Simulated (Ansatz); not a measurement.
**Question.** Predict a relaxed structure of Sn2H3, charge 0, doublet, at PBE0-D4/def2-TZVP (Ansatz).

**Answer.** 
| atom | x (Å) | y (Å) | z (Å) |
| --- | --- | --- | --- |
| Sn1 | 1.928 | -0.321 | 0.870 |
| Sn2 | -0.344 | 0.155 | -0.633 |
| H3 | 0.811 | -0.523 | 2.232 |
| H4 | -0.399 | 0.508 | -2.321 |
| H5 | -1.996 | 0.180 | -0.147 |
Point group Cs (tolerance 0.1 Å). This is one stationary point.

In the def2 sets Sn takes a core potential; there is no spin–orbit coupling. The structure comes from a short search, and lower isomers may exist.
